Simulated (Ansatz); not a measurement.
Two isomers of C3H8SSi: A = `C=CS[SiH2]C`, B = `C=C([SiH3])SC`.

Isolated molecules relaxed with PBE0-D4/def2-TZVP in Ansatz; ΔE leaves out vibrations. CBS: MP2 limit from def2 TZ/QZ plus the TZ coupled-cluster correction, frozen cores. Functionals use def2-TZVPP. B3LYP here is the variant with VWN-RPA as its local correlation; programs differ in this. One conformer a species, not always the lowest.

(1) Which is lower in electronic energy at CCSD(T)/CBS, and by how much? (Estimate.)

(2) Give E(B) − E(A) in kJ/mol with CCSD(T)/def2-TZVPP, MP2/def2-TZVPP, B2PLYP, CCSD/def2-TZVPP, B3LYP, B3LYP-D4, HF/def2-TZVPP. (Best estimate.)

Largest T1 diagnostic: 0.012.

Answers

(1) Ansatz gave: A, by 101.9 kJ/mol.

(2) Ansatz gave: CCSD(T)/def2-TZVPP 100.5, MP2/def2-TZVPP 102.3, B2PLYP 103.7, CCSD/def2-TZVPP 102.7, B3LYP 105.1, B3LYP-D4 99.7, HF/def2-TZVPP 108.7. None reverses the order clearly.

The D4 term adds −5.4 kJ/mol with B3LYP and −2.8 kJ/mol with PBE0; it sums over pairs of atoms, weighted by their polarisabilities, and B3LYP, whose exchange is more repulsive, gets the larger term. In def2-TZVPP, CCSD(T) changes the Hartree–Fock value by −8.2 kJ/mol (the triples alone add −2.3 kJ/mol) and MP2 by −6.4 kJ/mol.
